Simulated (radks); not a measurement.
Values are calculated unless marked as measured or tabulated.
Q: Coherent X-ray form factor from a spherical all-electron density. Code: a radial shooting solver on a logarithmic mesh with Libxc functionals. Model: Dirac Kohn-Sham, Wu-Cohen GGA, spin-unpolarised, spherical densities, finite nucleus; Fermi nuclear charge, rms radius of each element as measured or else 0.836 A^(1/3) + 0.57 fm.

| sin(theta)/lambda (1/angstrom) | f0 (electrons) |
|---|---|
| 0.05 | 42.524 |
| 0.1 | 41.172 |
| 0.15 | 39.148 |
| 0.2 | 36.718 |
| 0.25 | 34.137 |
| 0.3 | 31.607 |
| 0.4 | 27.164 |
| 0.5 | 23.759 |
| 0.6 | 21.237 |
| 0.8 | 17.681 |
| 1 | 14.863 |
| 1.25 | 11.759 |
| 1.5 | 9.291 |
| 2 | 6.464 |

The species is in the configuration that NIST lists as its ground one. Which atom or ion scatters so?

A: The palladium ion Pd3+, [Kr] 4d7. Extrapolating in s^2 from the first two rows gives f0(0) = 43.0, near the electron count 43; among species with that count, the fall with angle is slower the higher Z, and the table is that of Z = 46; from so few rows the species is fixed only to a neighbour or two.
